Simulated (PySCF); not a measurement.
GeH₇NSi. Atoms are numbered in the order given.

```xyz
10

Si     2.0587     0.2777     0.2462
N      0.6209    -0.3879    -0.4932
Ge    -1.1414    -0.0578    -0.0132
H      3.2049    -0.6861     0.0775
H      2.5144     1.6068    -0.3141
H      1.7605     0.4772     1.7068
H      0.7308    -0.7787    -1.4343
H     -1.9818    -1.3075    -0.3892
H     -1.7385     1.1877    -0.7345
H     -1.1358     0.1793     1.5166
```

Geometry optimised at PBE-D3(BJ)/def2-SVP. This is a generated structure with no PubChem entry under its InChIKey; it may be hypothetical.

Method: PBE-D3(BJ)/def2-SVP run with PySCF 2.14.0.

Frequencies are harmonic and unscaled.

```
mode  ν (cm⁻¹)  IR (km/mol)  moving atoms (share of kinetic energy)
----  --------  -----------  --------------------------------------
1           64          0.2                          H 68 %, N 27 %
2           77          0.2                                  H 93 %
3          167          1.9        Si 33 %, H 26 %, N 23 %, Ge 18 %
4          341         71.6                          H 83 %, N 11 %
5          516         10.3        H 38 %, N 28 %, Si 18 %, Ge 16 %
6          579          4.1                                  H 89 %
7          607         36.7                                  H 90 %
8          675         47.5                          H 84 %, Si 9 %
9          756        107.4                          H 61 %, N 29 %
10         807        257.0                                  H 86 %
11         834        133.5                                  H 89 %
12         862         61.1                                  H 96 %
13         879         67.3                                  H 94 %
14         912         19.7                 H 49 %, N 40 %, Si 11 %
15         934         64.5                                  H 96 %
16         959        172.8                                  H 93 %
17        1143         85.6                          H 75 %, N 23 %
18        2045        142.4                                  H 99 %
19        2078        125.8                                  H 99 %
20        2105         80.2                                  H 99 %
21        2115        162.3                                  H 96 %
22        2151        120.9                                  H 97 %
23        2171         97.3                                  H 96 %
24        3506         26.7                                  H 93 %
```
